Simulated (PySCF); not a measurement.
CsCl, SMILES [Cl][Cs].

Coordinates come from a B3LYP-D3(BJ)/def2-TZVPD optimisation. The def2 effective core potentials stand for the cores of Cs; spin–orbit coupling is left out.

Calculation: TDA-CAM-B3LYP/def2-TZVPD (PySCF).

Vertical excitations; the highest root listed may be one member of a degenerate set. Gas-phase values at a fixed geometry. State labels are in the subgroup C2v.

Estimate the UV-visible absorptions. (Estimate from the structure and the level; the computed values follow.)


```csv
state,symmetry,energy (eV),λ (nm),f,main pairs
S1,B1,4.42,281,0.013,HOMO−1→LUMO (degenerate set)
S2,B2,4.42,281,0.013,HOMO→LUMO (degenerate set)
S3,A1,4.50,276,0.046,HOMO−2→LUMO 85 %
S4,A1,5.71,217,0.008,"HOMO−1→LUMO+1 42 %, HOMO→LUMO+2 42 %"
S5,A1,5.71,217,0.000,"HOMO→LUMO+2, HOMO−1→LUMO+1 (degenerate set)"
S6,A2,5.71,217,0.000,"HOMO−1→LUMO+2, HOMO→LUMO+1 (degenerate set)"
S7,B1,5.73,216,0.036,"HOMO−1→LUMO+3, HOMO−1→LUMO (degenerate set)"
S8,B2,5.73,216,0.036,"HOMO→LUMO+3, HOMO→LUMO (degenerate set)"
S9,A2,5.74,216,0.000,"HOMO→LUMO+1 45 %, HOMO−1→LUMO+2 45 %"
S10,B1,5.76,215,0.001,HOMO−2→LUMO+1 87 %
T1,B1,4.39,283,0,HOMO−1→LUMO (degenerate set)
T2,B2,4.39,283,0,HOMO→LUMO (degenerate set)
T3,A1,4.40,282,0,HOMO−2→LUMO 85 %
T4,B1,5.70,217,0,"HOMO−1→LUMO+3 69 %, HOMO−1→LUMO 12 %"
```
Triplets are in the Tamm–Dancoff approximation.
